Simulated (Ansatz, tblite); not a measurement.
Nan (charge -1): E(high spin) − E(low spin) (eV) at several levels, gas phase, relaxed structures; Ansatz, xTB through tblite. Each state is relaxed at the level in the geometry column; the other columns are single points. Clusters are the lowest isomers that short searches found in that spin, judged at the geometry's level. xTB has no spin-polarisation term. Singlets are spin-restricted. The structures are stationary points that may keep the symmetry of their start. Correlated methods freeze inner cores and use unrestricted references for open shells. Remarks come from the PBE and PBE0 runs and from stability tests at other levels; not every state was tested. A HOMO above zero means that the electron is unbound at that level and held by the basis, or that self-interaction error raises the level; the energy of removing that electron tells which. HOMO above LUMO (over both spins in singlets and doublets, within one spin in higher multiplets; at PBE or PBE0), or a gap under 0.15 eV within one spin, warns that the state may not be the lowest or that an electron is smeared out.

```json
{"species": "Na3⁻", "state": "triplet − singlet", "geometry": "PBE0/def2-TZVPD", "GFN2-xTB": "1.76", "PBE/def2-TZVPD": "0.55", "PBE0/def2-TZVPD": "0.54", "RPA@PBE/def2-TZVPD": "0.60", "remarks": "HOMO above zero at PBE or PBE0, HOMO above zero (triplet), HOMO above zero (quintet), gap within one spin near zero at PBE or PBE0 (quintet)"}
{"species": "Na4⁻", "state": "quartet − doublet", "geometry": "PBE0/def2-TZVPD", "GFN2-xTB": "1.67", "PBE/def2-TZVPD": "0.61", "PBE0/def2-TZVPD": "0.57", "RPA@PBE/def2-TZVPD": "0.62", "remarks": "HOMO above zero at PBE or PBE0, spin-contaminated (⟨S²⟩ up to 0.85), HOMO above zero (quartet)"}
{"species": "Na5⁻", "state": "quintet − singlet", "geometry": "PBE0/def2-SVPD", "GFN2-xTB": "2.75", "PBE/def2-TZVPD": "1.12", "PBE0/def2-TZVPD": "1.05", "RPA@PBE/def2-TZVPD": "1.12", "remarks": "HOMO above zero at PBE or PBE0, HOMO above zero (triplet), HOMO above zero (quintet)"}
```
